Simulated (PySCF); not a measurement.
# Computed records: CH3FSi2

Calculation on a computer-drawn molecule: the log of a Hartree-Fock and frozen-core CCSD(T) single point meant for a local Hartree-Fock minimum, with one planted fault or none, to be diagnosed. Offsets are logged minus clean, where the clean run is the same molecule without the fault. The reference is restricted for singlets and unrestricted otherwise, and also for a bond in bohr or an excited solution. Adding or removing an electron swaps singlet and doublet. The excited solution moves the top pair (singlet) or top alpha electron (doublet) to the lowest empty orbital. Highest occupied and lowest empty are orbital energies over both spins, largest force is the largest gradient component, triples share is (T) over the correlation energy, the T1 limit is 0.02 restricted and 0.045 unrestricted, electrons count all cores, a negative frequency is imaginary (commonest isotopes), and the dipole is about the centre of nuclear charge. Program: PySCF 2.14.0.

Entry: CH3FSi2

Logged structure:
```xyz
7
CH3FSi2
C     -1.2257     0.8523    -2.1195
Si    -0.0603     1.3462    -0.9697
Si    -0.3975     3.4257     0.2110
F     -1.8112     3.7653    -0.5339
H     -2.0985     1.4697    -2.3047
H     -1.1695    -0.0599    -2.7042
H      1.1274     0.4970    -0.7241
```

```
meant charge                      : 0
meant multiplicity                : 1
meant basis                       : cc-pV(D+d)Z
logged electrons                  : 46
logged basis functions            : 31
logged SCF converged              : yes
logged spin squared               : 0
logged highest occupied           : -5.0621 eV
logged lowest empty               : 5.2669 eV
logged largest force              : 0.037695 hartree/bohr
logged T1 diagnostic              : 0.020108
logged D1 diagnostic              : 0.078763
logged triples share              : 0.034939
logged CC converged               : yes
logged dipole magnitude           : 2.4717 debye
logged SCF stable within its kind : yes
logged energy HF                  : -708.26817 hartree
logged energy CCSD(T)             : -708.49025 hartree
possible faults                   : no fault, one electron removed, one electron added, multiplicity raised by two, geometry at a saddle point, SCF held on an excited solution, minimal basis STO-3G, one bond length entered in bohr, all coordinates scaled
planted fault                     : withheld
```

Drawn bonds:
```tsv
atom	other atom	order
1	2	2
2	3	1
3	4	1
1	5	1
1	6	1
2	7	1
```

Notes: T1 above single-reference limit.

## Withheld values
1. Give the missing planted fault for CH3FSi2.

## Answers
1. minimal basis STO-3G

Further results for CH3FSi2:

```
HF energy offset from clean run      : 5401 kcal/mol
CCSD(T) energy offset from clean run : 5614 kcal/mol
```
